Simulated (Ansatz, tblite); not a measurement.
PtnHm: E(high spin) − E(low spin) (eV) at several levels, gas phase, relaxed structures; Ansatz, xTB through tblite. Each state is relaxed at the level in the geometry column; the other columns are single points. Clusters are the lowest isomers that short searches found in that spin, judged at the geometry's level. Core potentials for Pt in the def2 sets, no spin–orbit coupling. xTB has no spin-polarisation term. Singlets are spin-restricted. The structures are stationary points that may keep the symmetry of their start. Correlated methods freeze inner cores and use unrestricted references for open shells.

```csv
species,state,geometry,GFN1-xTB,GFN2-xTB,PBE-D4/def2-TZVP,PBE0-D4/def2-TZVP,RPA@PBE/def2-TZVP
Pt2H2,quintet − singlet,PBE0-D4/def2-TZVP,3.33,3.49,2.57,2.62,2.28
Pt2H4,quintet − singlet,B3LYP-D4/def2-TZVP,1.91,1.91,3.37,3.47,3.22
Pt3H4,quintet − singlet,PBE0-D4/def2-TZVP,2.04,1.42,1.39,1.45,1.56
```

Over the 3 species that have every level, the mean is 2.43 at GFN1-xTB, 2.27 at GFN2-xTB, 2.44 at PBE-D4/def2-TZVP, 2.51 at PBE0-D4/def2-TZVP, 2.35 at RPA@PBE/def2-TZVP.
